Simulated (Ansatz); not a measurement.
Frontier orbitals of Cl$_{3}$H$_{3}$InP (`[PH3+][In-]([Cl])([Cl])[Cl]`).

```xyz
8

P    -0.270    0.199    1.198
In    0.320   -0.236   -1.416
Cl    2.587    0.279   -1.356
Cl   -0.278   -2.480   -1.543
Cl   -1.121    1.324   -2.365
H    -1.243    1.172    1.495
H     0.773    0.625    2.042
H    -0.767   -0.885    1.945
```

Charge 0, multiplicity 1. Correlated methods include outer-core shells of In, which these sets cover unevenly. In takes the def2 core potential. All single points use the PBE0-D4/def2-TZVP geometry. It is one conformer, not always the lowest. Basis def2-TZVPP, Ansatz.

```tsv
functional	HOMO (eV)	LUMO (eV)	gap (eV)
PBE	-7.31	-2.75	4.56
r2SCAN	-7.68	-2.51	5.17
PBE0	-8.73	-1.85	6.88
B3LYP	-8.44	-2.15	6.29
BHLYP	-10.00	-0.90	9.10
CAM-B3LYP	-10.11	-0.87	9.24
ωB97X-V	-11.17	0.26	11.43
ωB97M-V	-11.02	0.09	11.11
```

A quarter of exact exchange (PBE0) shifts PBE's HOMO by −1.42 eV and its LUMO by +0.90 eV; full exchange at long range (ωB97M-V) shifts them by −3.71 and +2.84 eV. The gap opens from 4.56 to 11.10 eV, since occupied levels lose self-interaction and empty ones feel all the electrons. A positive LUMO is unbound and depends on the basis.

B3LYP here is the variant with VWN-RPA as its local correlation; programs differ in this.
